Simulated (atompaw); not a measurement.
**Building the PAW (atompaw) potential for Ti (PBE, scalar-relativistic).**

```json
{
  "Element": "Ti (Z = 22)",
  "Generator": "atompaw 4.2.0.5",
  "Type": "PAW",
  "Functional": "PBE",
  "Relativity": "scalar-relativistic",
  "Frozen core": "[Ne]",
  "Valence charge": "12",
  "Reference configuration": "3s2 3p6 3d2 4s1.75 4p0 (charge +0.25)",
  "Partial waves": "3s (bound): rc 1.30 bohr; 4s (bound): rc 1.35 bohr; 3p (bound): rc 1.75 bohr; 4p (bound, empty): rc 1.85 bohr; 3d (bound): rc 2.60 bohr; 3d channel at 0.75 Ry: rc 2.60 bohr",
  "Local potential": "troulliermartins scheme with l = 3 at 0 Ry, radius 2.40 bohr",
  "Core correction": "smooth core density matched at 1.50 bohr",
  "Augmentation charge": "sinc compensation charge, radius 2.20 bohr; PAW radius 2.60 bohr; waves and projectors: custom rrkj gramschmidtortho"
}
```

All-electron outer shells of the reference configuration (PBE, scalar-relativistic, ld1.x):

```tsv
shell	level (eV)	outermost node (bohr)	outermost maximum (bohr)
2s	-538.60	0.09	0.27
2p	-445.93	–	0.22
3s	-64.31	0.40	0.87
3p	-40.54	0.37	0.90
3d	-5.91	–	0.98
4s	-5.87	1.24	2.88
4p	-2.67	1.38	3.66
```

Calculated quality:

- Cutoffs needed: 30 Ry and 45 Ry (the cutoffs (Ry, on a coarse ladder) from which the occupation-weighted sum of valence levels, in a spherical-Bessel basis at the reference potential, stays within 10 and 1 mRy of its value at 400 Ry)
- Ghost test: no extra level below or beside the all-electron valence levels (s, p, d, f tested) (spherical-Bessel basis up to 400 Ry, 20 bohr box)
- Lowest eigenvalue of the overlap operator: 0.13 (p channel)
- Overlap eigenvalues printed by atompaw (projector basis): 0.401, 0.52, 2.92, 23.4, 113, 2.46e+03
- Share of each valence orbital outside the PAW sphere: 3s 0 %, 4s 73 %, 3p 1 %, 4p 89 %, 3d 13 %

Generation and tests took about 1.8 s on one core of a shared server CPU.
